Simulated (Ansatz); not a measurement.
Geometry optimisation, RKS r2SCAN/6-31G* in Ansatz.

Input:

```yaml
crystal:
  periodic: [false, false, false]
  atoms:
    - { symbol: B, position_ang: [-0.414331, 0.407264, -1.331467] }
    - { symbol: C, position_ang: [0.606064, 0.300579, 1.386855] }
    - { symbol: C, position_ang: [-0.766088, -0.93693, -1.30862] }
    - { symbol: H, position_ang: [0.68655, -0.18517, 0.42009] }
    - { symbol: Cl, position_ang: [-0.053329, 2.045412, -1.600775] }
    - { symbol: H, position_ang: [1.586738, 0.703637, 1.672564] }
    - { symbol: H, position_ang: [-0.129862, 1.11402, 1.359946] }
    - { symbol: H, position_ang: [0.283674, -0.446498, 2.123336] }
    - { symbol: H, position_ang: [-0.626081, -1.636932, -0.492797] }
    - { symbol: H, position_ang: [-1.173334, -1.365383, -2.229032] }
basis:
  gaussian: { orbitals: "6-31G*" }
hamiltonian:
  xc: r2scan
relax:
  f_tol: 0.03
  max_steps: 50
output:
  orbitals: {}
```

Run as:

```bash
$ ansatz run input.yaml --threads 2 --pin off --max-ram 3072MiB --backend cpu --events-out ev --progress --plain --runs-dir out
```

Question: Where does it end, and by what steps?

Answer: The forces met the threshold. The force dipped under the threshold on the way, but the program's further checks kept it going. After 25 steps the energy has fallen by 0.121 eV; H7 moved furthest, 0.76 Å.

| step | energy less start (eV) | largest force component (eV/Å) | accepted |
| --- | --- | --- | --- |
| 0 | 0.0000 | 0.622 | yes |
| 1 | -0.0008 | 0.929 | yes |
| 2 | -0.0816 | 0.384 | yes |
| 3 | -0.0964 | 0.547 | yes |
| 4 | -0.1133 | 0.126 | yes |
| 5 | -0.0874 | 0.588 | no |
| 6 | -0.1151 | 0.079 | yes |
| 7 | -0.1157 | 0.086 | yes |
| 8 | -0.1164 | 0.068 | yes |
| 9 | -0.0873 | 0.464 | no |
| 10 | -0.1174 | 0.044 | yes |
| 11 | -0.1165 | 0.194 | no |
| 12 | -0.1181 | 0.078 | yes |
| 13 | -0.1187 | 0.037 | yes |
| 14 | -0.1186 | 0.102 | no |
| 15 | -0.1193 | 0.036 | yes |
| 16 | -0.1195 | 0.045 | yes |
| 17 | -0.1198 | 0.100 | yes |
| 18 | -0.1202 | 0.062 | yes |
| 19 | -0.1207 | 0.004 | yes |
| 20 | -0.1211 | 0.029 | yes |
| 21 | -0.1207 | 0.114 | no |
| 22 | -0.1213 | 0.049 | yes |
| 23 | -0.1213 | 0.046 | yes |
| 24 | -0.1207 | 0.064 | no |
| 25 | -0.1214 | 0.022 | yes |

```xyz
10
Properties=species:S:1:pos:R:3
B -0.441 0.402 -1.601
C 0.719 0.269 1.581
C -0.970 -0.879 -1.539
H 1.204 -0.286 0.771
Cl 0.185 1.969 -1.725
H 1.181 1.255 1.676
H -0.348 0.384 1.366
H 0.840 -0.284 2.517
H -0.893 -1.505 -0.653
H -1.477 -1.324 -2.393
```

Time of the run: 34 s on 2 threads of Intel(R) Xeon(R) Platinum 8488C (Sapphire Rapids) (shared host), peak memory 0.17 GiB.
